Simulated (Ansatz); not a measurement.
Species: sum formula HSiO2 (charge +1, singlet). It need not be the lowest isomer of its formula. 
Structure (B3LYP-D3(BJ)/def2-TZVP (Ansatz, an electronic-structure program) minimum search):
SMILES: O=[Si]=[OH+]
```xyz
4

O     -1.4452     0.0952    -0.0815
Si     0.0876     0.0091    -0.0012
O      1.5614    -0.1989     0.1274
H     -2.1558     0.7013    -0.3512
```
Charge +1, spin multiplicity 1.

Basis-set convergence of Hartree-Fock and CCSD(T) correlation energies (hartree) with Ansatz. Cores are frozen in the correlated levels unless marked. Spin-orbit coupling is left out. No relativistic terms.

```
basis        functions       E(HF)  E(corr, CCSD(T))  rough core time
-----------  ---------  ----------  ----------------  ---------------
cc-pV(D+d)Z         56  -438.92829          -0.47985       under 20 s
cc-pV(T+d)Z        113  -439.00815          -0.59616       under 20 s
cc-pV(Q+d)Z        204  -439.02270          -0.63712             60 s
```

Extrapolating the two largest sets (X = 3 and 4) as X^-3: E(corr) = (64·(-0.63712) - 27·(-0.59616))/37 = -0.6670 Eh, an estimate of the basis-set limit. The largest set recovers 95.5 % of it, the smallest 71.9 %.
